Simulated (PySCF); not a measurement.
Predicted microwave data (PBE0/pcSseg-1 in PySCF (dipole) on a GFN2-xTB geometry, gas phase) for one isomer of C5H12N2:

* Rotational constants: A = 5324, B = 1464, C = 1257 MHz
* Dipole components: |μa| = 2.36 D, |μb| = 0.26 D, |μc| = 0.35 D
* Inertial defect: -38.07 u·Å²
* κ: -0.90

Question: Which candidate fits, each taken in the one conformer that was computed?
A. `[CH2:1]=[CH:2][CH:3]([CH2:4][NH2:5])[CH2:6][NH2:7]` with C1–C2–C3–C4 -110°, C2–C3–C4–N5 -58°, C3–C4–N5–H -173° and 69°, C2–C3–C6–N7 62°, C3–C6–N7–H 50° and -67°
B. `[CH3:1][N:2]([CH3:3])/[CH:4]=[CH:5]\[CH2:6][NH2:7]` with C4–C5–C6–N7 90°, C5–C6–N7–H -56° and 60°

Answer: B. It is CN(C)/C=C\CN, an asymmetric top, point group C1. The candidates at the same level (rigid rotor, commonest isotopes):

```csv
SMILES,A (MHz),B (MHz),C (MHz),μa (D),μb (D),μc (D),Δ (u·Å²),point group,rotor
C=CC(CN)CN,3046,2110,1597,1.25,2.50,0.03,-88.90,C1,asymmetric top
CN(C)/C=C\CN,5324,1464,1257,2.36,0.26,0.35,-38.07,C1,asymmetric top
```

`C=CC(CN)CN` has B 44 % too high. No structure here is proved a minimum.
